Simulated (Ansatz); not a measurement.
Basis-set extrapolation for C₂H₇BOS (`BOCCS`) (PBE0-D4/def2-TZVP geometry, frozen core, Ansatz 0.2.0). Multiplicity 1, RHF reference.

```csv
,def2-TZVPP,def2-QZVPP
HF,-576.999758,-577.019945
MP2 correlation,-0.861117,-0.924239
CCSD(T) correlation,-0.949859,not run
```

Energies in hartree. Use E(X) = E(∞) + A·exp(−7.88·√X) for Hartree–Fock and E(X) = E(∞) + B·X^(−2.97) for correlation, with X = 3 and 4, and add CCSD(T) minus MP2 of the smaller set to the MP2 limit.

**Question.** What is the CCSD(T) energy at the basis-set limit?

**Answer.** HF limit: -577.019945 + (-0.020187) × 0.13774 = -577.02273. MP2 limit: -0.924239 + (-0.063122) × 0.74074 = -0.97100. Higher-order term: -0.949859 − (-0.861117) = -0.08874. Total: -578.08247 hartree, 3.62 eV below CCSD(T)/def2-TZVPP.
